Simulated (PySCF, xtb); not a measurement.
C₃H₆NO, SMILES C[N]C(C)=O, multiplicity 2.

Harmonic wavenumbers (cm⁻¹) from GFN2-xTB (xtb 6.7.1) at its own minimum, in rising order: 115, 154, 179, 257, 418, 548, 569, 773, 941, 957, 1016, 1066, 1103, 1287, 1370, 1413, 1429, 1436, 1441, 1450, 1749, 2896, 2902, 2974, 3035, 3046, 3072.

**Question.** What does B3LYP-D3(BJ)/def2-SVP (PySCF 2.14.0) give at its own minimum? (An estimate is asked for; the answer gives what the named calculation found.)

**Answer.** 67, 80, 137, 283, 405, 541, 617, 798, 967, 1014, 1029, 1114, 1127, 1300, 1371, 1385, 1418, 1434, 1445, 1468, 1678, 2976, 3042, 3049, 3096, 3120, 3165. Paired by order, the mean absolute difference is 42 cm⁻¹ and the zero-point energies are 53.7 and 54.5 kcal/mol.
